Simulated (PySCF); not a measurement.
PBE on Ho²⁺ (holmium, charge +2), [Xe] 4f10 6s1, one real determinant (an excited configuration). Computed with PySCF 2.14 in x2c-TZVPPall with one added diffuse shell each of s, p, d, f type (12s8p8d5f2g, 129 functions), with the spin-free X2C one-electron Hamiltonian (Gaussian nucleus).

```
cycle= 7 E= -12615.0570751927  delta_E= 0.00177  |g|= 0.0818  |ddm|=    2
cycle= 8 E= -12615.0569205017  delta_E= 0.000155  |g|= 0.0838  |ddm|= 0.021
cycle= 9 E= -12615.0584395826  delta_E= -0.00152  |g|= 0.0645  |ddm|=    2
cycle= 10 E= -12615.0589592181  delta_E= -0.00052  |g|= 0.0524  |ddm|= 0.104
cycle= 11 E= -12615.0594290766  delta_E= -0.00047  |g|= 0.0365  |ddm|= 0.036
cycle= 12 E= -12615.0596834905  delta_E= -0.000254  |g|= 0.0234  |ddm|= 0.0224
cycle= 13 E= -12615.059725809  delta_E= -4.23e-05  |g|= 0.0205  |ddm|= 0.0143
cycle= 14 E= -12615.05986335  delta_E= -0.000138  |g|= 0.00175  |ddm|= 0.0383
cycle= 15 E= -12615.0598644307  delta_E= -1.08e-06  |g|= 0.000135  |ddm|= 0.00344
cycle= 16 E= -12615.0598644605  delta_E= -2.98e-08  |g|= 0.000177  |ddm|= 0.00236
cycle= 17 E= -12615.0598644507  delta_E= 9.84e-09  |g|= 0.000159  |ddm|= 0.000616
cycle= 18 E= -12615.0598644277  delta_E= 2.3e-08  |g|= 1.52e-05  |ddm|= 0.00324
cycle= 19 E= -12615.0598644275  delta_E= 1.8e-10  |g|= 2.11e-06  |ddm|= 0.000327
converged SCF energy = -12615.0598644275  <S^2> = 8.7513042  2S+1 = 6.0004347
```

Highest occupied orbital energy: -16.807 eV; ⟨L²⟩ = 36.61; populations by l: s 10.57, p 24.00, d 20.43, f 10.00.

**Question.** Can this result be used?

**Answer.** Not for this state. Self-consistency was reached. ⟨L²⟩ = 36.61 against 42 for a pure I term, so this real determinant mixes terms. Spin-orbit coupling, absent here, splits the open shell strongly. The s, p, d and f populations moved away from the nominal configuration during the SCF.
